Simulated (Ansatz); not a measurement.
Ideal-gas functions of CH₅BrInN, SMILES `[CH3][In]([NH2])[Br]` at 800 K and 1 bar, from an Ansatz frequency run at PBE0-D4/def2-TZVP.

Molar mass 225.78 g/mol, point group C1 (symmetry number 1), electronic degeneracy 1, moments of inertia 120.167, 392.808, 509.371 u Å². Harmonic wavenumbers (cm⁻¹, unscaled): 50, 88, 111, 120, 239, 298, 346, 520, 623, 720, 728, 768, 1201, 1448, 1450, 1546, 3071, 3167, 3175, 3580, 3689.

Use S(trans) = R[1.5 ln M + 2.5 ln T − 1.1517]; rotational temperatures θ = 24.2544 K / I; S(rot) = R[ln(√π/σ · √(T³/θAθBθC)) + 1.5]; for each mode x = 1.438777 ν̃/T, S = R[x/(eˣ − 1) − ln(1 − e⁻ˣ)] and H = RT x/(eˣ − 1); 1 cm⁻¹ = 0.0119627 kJ/mol; R = 8.31446 J/(mol·K).

By hand: the entropy, in J/(mol·K).

Translation 197.0. Rotation: θ = 0.2018, 0.0617, 0.0476 K, giving 131.5. Vibration, mode by mode: 28.35, 23.65, 21.73, 21.08, 15.40, 13.60, 12.39, 9.17, 7.79, 6.72, 6.64, 6.26, 3.36, 2.37, 2.36, 2.06, 0.22, 0.19, 0.19, 0.10, 0.08, in all 183.7. Electronic 0.0. Sum 512.2 J/(mol·K).

By hand: H − E and G − E in kJ/mol, counted from the electronic energy.

Zero-point energy ½ × 26938 × 0.0119627 = 161.1; thermal vibration 63.2; translation, rotation and pV give 4 RT = 26.6. H − E = 250.9 kJ/mol, and G − E = 250.9 − 800 × 512.2/1000 = -158.9 kJ/mol.

Vibration gives 36 % of the entropy, 94.8 J/(mol·K) of it from the modes under 150 cm⁻¹: soft modes count most, and the harmonic formula is weakest for them. The sum counts one conformer and one mirror image; others add a mixing term.
